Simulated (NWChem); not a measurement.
System: CH2FNOSi; SMILES O=C=N[SiH2]F

Input file for NWChem:

```
start job
memory heap 200 mb stack 900 mb global 1100 mb
geometry units angstroms noautoz
  Si    -0.443212    -1.190274    -0.001328
  F      1.015609    -1.922133    -0.002073
  N     -0.212147     0.511818    -0.004172
  C      0.019876     1.700034    -0.000534
  O      0.233550     2.860154     0.002244
  H     -1.163198    -1.579353     1.248163
  H     -1.166629    -1.582934    -1.247883
end
basis spherical
  * library 6-31g*
end
dft
  xc pbe0
  iterations 150
  mulliken
end
task dft energy
```

Output (shortened):

```
             Northwest Computational Chemistry Package (NWChem) 7.3.0
             --------------------------------------------------------

 C1  symmetry detected

                             Geometry "geometry" -> ""
                             -------------------------

 Output coordinates in angstroms (scale by  1.889725989 to convert to a.u.)

  No.       Tag          Charge          X              Y              Z
 ---- ---------------- ---------- -------------- -------------- --------------
    1 Si                  14.0000    -0.50887921    -1.16292874     0.00083973
    2 F                    9.0000     0.92306142    -1.94607742    -0.00017978
    3 N                    7.0000    -0.21758214     0.52989296    -0.00328384
    4 C                    6.0000     0.05644695     1.70913250    -0.00057652
    5 O                    8.0000     0.31114146     2.86094408     0.00129961
    6 H                    1.0000    -1.24152291    -1.52539656     1.25097587
    7 H                    1.0000    -1.24645922    -1.53050275    -1.24506495

 Effective nuclear repulsion energy (a.u.)     200.8392270944

                                 NWChem DFT Module
                                 -----------------

 Summary of "ao basis" -> "ao basis" (spherical)
 ------------------------------------------------------------------------------
       Tag                 Description            Shells   Functions and Types
 ---------------- ------------------------------  ------  ---------------------
 Si                          6-31g*                  8       18   4s3p1d
 F                           6-31g*                  6       14   3s2p1d
 N                           6-31g*                  6       14   3s2p1d
 C                           6-31g*                  6       14   3s2p1d
 O                           6-31g*                  6       14   3s2p1d
 H                           6-31g*                  2        2   2s

            General Information
            -------------------
          SCF calculation type: DFT
          Wavefunction type:  closed shell.
          No. of atoms     :     7
          No. of electrons :    46
           Alpha electrons :    23
            Beta electrons :    23
          Charge           :     0
          Spin multiplicity:     1
          Use of symmetry is: off; symmetry adaption is: off
          Maximum number of iterations: 150
          AO basis - number of functions:    78
                     number of shells:    36
          Convergence on energy requested:  1.00D-06
          Convergence on density requested:  1.00D-05
          Convergence on gradient requested:  5.00D-04

              XC Information
              --------------
                         PBE0 Method XC Functional
                     Hartree-Fock (Exact) Exchange  0.250
          PerdewBurkeErnzerhof Exchange Functional  0.750
            Perdew 1991 LDA Correlation Functional  1.000 local
           PerdewBurkeErnz. Correlation Functional  1.000 non-local

             Grid Information
             ----------------
          Grid used for XC integration:  medium
          Radial quadrature: Mura-Knowles
          Angular quadrature: Lebedev.
          Tag              B.-S. Rad. Rad. Pts. Rad. Cut. Ang. Pts.
          ---              ---------- --------- --------- ---------
          Si                  1.10       88           9.0       590
          F                   0.50       49          11.0       434
          N                   0.65       49           8.0       434
          C                   0.70       49          10.0       434
          O                   0.60       49          11.0       434
          H                   0.35       45          10.0       434
          Grid pruning is: on
          Number of quadrature shells:   374
          Spatial weights used:  Erf1

      Superposition of Atomic Density Guess
      -------------------------------------

 Sum of atomic energies:        -555.89444925

      Non-variational initial energy
      ------------------------------

 Total energy =    -557.593408
 1-e energy   =   -1167.369983
 2-e energy   =     408.937348
 HOMO         =      -0.353178
 LUMO         =       0.046815

     ---------------------------------------------
      Total Density - Mulliken Population Analysis
     ---------------------------------------------

    Atom       Charge   Shell Charges
 -----------   ------   -------------------------------------------------------
    1 Si  14    12.86   2.00  2.00  5.97  0.87  1.29  0.25  0.27  0.21
    2 F    9     9.63   2.00  0.95  3.47  1.00  2.20  0.01
    3 N    7     7.78   2.00  0.81  2.60  0.82  1.54  0.02
    4 C    6     4.85   2.00  0.68  1.43  0.28  0.36  0.10
    5 O    8     8.72   2.00  0.95  3.01  0.94  1.81  0.02
    6 H    1     1.08   0.47  0.61
    7 H    1     1.08   0.47  0.61

   convergence    iter        energy       DeltaE   RMS-Dens  Diis-err
 ---------------- ----- ----------------- --------- --------- ---------
 d= 0,ls=0.0,diis     1   -558.1532300633 -7.59D+02  1.82D-02  1.15D+00
 d= 0,ls=0.0,diis     2   -558.0057176586  1.48D-01  1.09D-02  3.05D+00
 d= 0,ls=0.0,diis     3   -558.2748859349 -2.69D-01  3.46D-03  1.20D-01
 d= 0,ls=0.0,diis     4   -558.2814735294 -6.59D-03  1.58D-03  5.14D-02
 d= 0,ls=0.0,diis     5   -558.2869311182 -5.46D-03  2.57D-04  7.79D-04
  Resetting Diis
 d= 0,ls=0.0,diis     6   -558.2870236329 -9.25D-05  5.54D-05  6.89D-05
 d= 0,ls=0.0,diis     7   -558.2870293435 -5.71D-06  3.21D-05  4.46D-06
 d= 0,ls=0.0,diis     8   -558.2870287864  5.57D-07  1.89D-05  1.10D-05
 d= 0,ls=0.0,diis     9   -558.2870297458 -9.59D-07  3.12D-06  1.37D-07

         Total DFT energy =     -558.287029745811
      One electron energy =    -1169.420783230860
           Coulomb energy =      462.977045253872
    Exchange-Corr. energy =      -52.682518863193
 Nuclear repulsion energy =      200.839227094371

 Numeric. integr. density =       46.000001752291

[...]
```

Level: PBE0/6-31G* (spherical d). Geometry: optimised at PBE-D3(BJ)/def2-SVP.
